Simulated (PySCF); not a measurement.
**Rh: excitation energy**

Rh [Kr] 4d8 5s1 (4F) → Rh [Kr] 4d9 (2D), as a difference of total energies. All numbers are calculated (PySCF 2.14, scalar relativity through the core potential, in aug-cc-pVTZ-PP with one added diffuse shell each of s, p, d, f, g type with ECP28MDF (7s7p6d4f3g, 113 functions)). Correlated levels: valence: 4s2 4p6 frozen. The calculations carry no spin-orbit coupling.

| method | excitation energy (eV) | error (eV) |
| --- | --- | --- |
| UHF | 1.660 | +1.318 |
| PBE0 | 0.621 | +0.279 |
| r2SCAN | 0.940 | +0.598 |
| BHandHLYP | 0.715 | +0.373 |
| B97-3 | 0.338 | -0.004 |
| MP2 (valence) | 0.285 | -0.057 |
| SCS-MP2 (valence) | 0.198 | -0.144 |

Reference: 0.342 eV (measured; NIST levels, between the centres of gravity of the two terms).

Errors of the correlated levels include the incompleteness of this basis and the frozen core.
